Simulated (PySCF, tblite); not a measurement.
Calculations on `C=CC[NH][GeH2][Br]`, in the order of a workflow; each names the level of the geometry that it ran on. Settings lines and outputs come from a driver script.

C₃H₈BrGeN.
Numbering: `[CH2:1]=[CH:2][CH2:3][NH:4][GeH2:5][Br:6]` (hydrogens: H7, H8 on C1; H9 on C2; H10, H11 on C3; H12 on N4; H13, H14 on Ge5)

Step 1: GFN2-xTB geometry optimisation, gas phase (tblite 0.8.0) (from a force-field or distance-geometry start)
```json
{"job": {"kind": "relax", "xc": "GFN2-xTB", "basis": "xTB"}, "charge": 0, "multiplicity": 1}
```
```
step      E/eV     max force
  0    -528.93643    2.178
  1    -529.06515    0.751
  2    -529.09200    0.607
...
132    -529.37371    0.020
133    -529.37377    0.016
134    -529.37381    0.014
135    -529.37383    0.010
136    -529.37384    0.008
```

Energy lowered by 10.1 kcal/mol over 136 steps; largest atomic force 0.008 eV/Å at the end. «max force» is the largest atomic force in eV/Å.

Hardware: one thread, Arm Neoverse V1 (aarch64), no GPU (shared host). Cost: 0.94 s wall.

Step 2: GFN2-xTB harmonic vibrations, gas phase (tblite 0.8.0) (on the GFN2-xTB geometry)
```json
{"job": {"kind": "ir", "xc": "GFN2-xTB", "basis": "xTB"}, "charge": 0, "multiplicity": 1}
```
```
(table of modes left out)
```

36 modes from 30 to 3414 cm⁻¹ (unscaled, harmonic); zero-point energy 62.6 kcal/mol; all wavenumbers are real at this level.

On an Arm Neoverse V1 with one thread, on a shared host, this took 0.46 s of wall time.

Step 3: TDDFT wB97X-D/def2-SVPD, vertical, gas phase, core orbitals frozen in the response (PySCF 2.14.0, density-fitted response routines) (on the GFN2-xTB geometry)
```json
{"job": {"kind": "uv", "xc": "wB97X-D", "basis": "def2-SVPD", "nstates": 8, "ntriplets": 3}, "charge": 0, "multiplicity": 1}
```
```
...
Static polarisability (au): isotropic 93.157, principal 80.100 93.099 106.270
Singlet excitations
state   eV       nm        f      main configurations
  1   6.0907    203.6   0.01708   H->L 0.90
  2   6.4273    192.9   0.00643   H->L+2 0.65, H->L+1 0.20
  3   6.6418    186.7   0.00890   H->L+1 0.34, H->L+3 0.29, H->L+2 0.28
  4   6.7353    184.1   0.01887   H-2->L 0.80
  5   6.9277    179.0   0.01484   H-3->L 0.81
  6   7.1476    173.5   0.03417   H->L+3 0.47, H->L+1 0.25, H->L+4 0.10
  7   7.4004    167.5   0.03200   H-1->L 0.41, H-1->L+1 0.25, H-1->L+2 0.08
  8   7.4662    166.1   0.08184   H-1->L+2 0.31, H-1->L 0.30, H-1->L+4 0.13
Triplet excitations (Tamm-Dancoff, eV): 4.6945 5.9138 6.0690
```

HOMO -9.03 eV, LUMO 1.34 eV; lowest singlet 6.09 eV; lowest triplet 4.69 eV (Tamm–Dancoff); mean polarisability 93.2 au.

Time: 2.4 min; peak memory 0.96 GiB. Hardware: an Intel Xeon at 2.70 GHz with one thread, no GPU, shared host with 64 logical CPUs at a one-minute load of 56.

Geometry of the electronic-property runs (GFN2-xTB):
```
atom  x, y, z in Å
C1     1.7383   -0.8712   -0.4263
C2     1.6072    0.2584    0.2421
C3     0.3646    0.7369    0.9356
N4    -0.7985   -0.1245    0.8467
Ge5   -1.9168   -0.1741   -0.5737
Br6   -2.6423    1.9600   -0.8088
H7     0.9285   -1.5783   -0.5339
H8     2.6650   -1.1493   -0.8967
H9     2.4415    0.9410    0.3354
H10    0.5993    0.8975    1.9964
H11    0.0920    1.7158    0.5216
H12   -0.6221   -1.0160    1.2877
H13   -3.0769   -1.0439   -0.1624
H14   -1.3806   -0.5528   -1.9456
```

 (This holds for the electronic-property runs.)

One conformer stands for the species.

wB97X-D is run here without its empirical dispersion term; that term would change no orbital, density or response property at a fixed geometry.
